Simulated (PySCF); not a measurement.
Species: C₅H₃NOS.
SMILES: `N#CSc1ccoc1`

Torsions of this conformer, `[N:1]#[C:2][S:3][c:4]1[cH:5][cH:6][o:7][cH:8]1`: C2–S3–C4–C5 -175°.

The closed-shell ground state was solved at several levels (PySCF, density fitting, gas phase, non-relativistic). Isolated species at its PBE0-D3(BJ)/def2-SVP geometry (one conformer only).

```
             level  basis functions  HOMO (eV)  LUMO (eV)  gap (eV)  dipole (D)
    B3LYP/pcSseg-1              158      -6.82      -1.06      5.76        3.99
       PBE0/6-31G*              122      -6.75      -0.60      6.15        3.87
BHandHLYP/pcSseg-1              158      -7.92       0.33      8.25        4.06
      LDA/pcSseg-1              158      -6.19      -2.14      4.05        4.01
  wB97X-D/pcSseg-1              158      -8.85       0.94      9.79        4.01
   B3LYP/def2-SVPD              194      -6.84      -1.15      5.69        4.07
```

Task: Estimate the row for PBE0/cc-pVDZ, a basis of 131 functions; the other rows only guide the guess.

Result: HOMO -6.83 eV, LUMO -0.57 eV, gap 6.26 eV, dipole 3.83 D.

Task: Over all these levels, which gives the widest orbital gap and which the narrowest?

Result: wB97X-D/pcSseg-1 (range-separated hybrid) has the widest, 9.79 eV, and LDA/pcSseg-1 (LDA) the narrowest, 4.05 eV. The two share the basis. From the narrowest to the widest the HOMO moves by -2.66 eV and the LUMO by +3.08 eV.

Task: In the pcSseg-1 basis, how does the gap go with the fixed share of exact exchange?

Result: LDA (0 %) 4.05 eV; B3LYP (20 %) 5.76 eV; BHandHLYP (50 %) 8.25 eV. Each rise in the share widens the gap here.

Task: How far do the dipole and the HOMO energy spread over the levels?

Result: The dipole runs from 3.83 to 4.07 D (mean 3.98 D) and the HOMO from -8.85 to -6.19 eV.
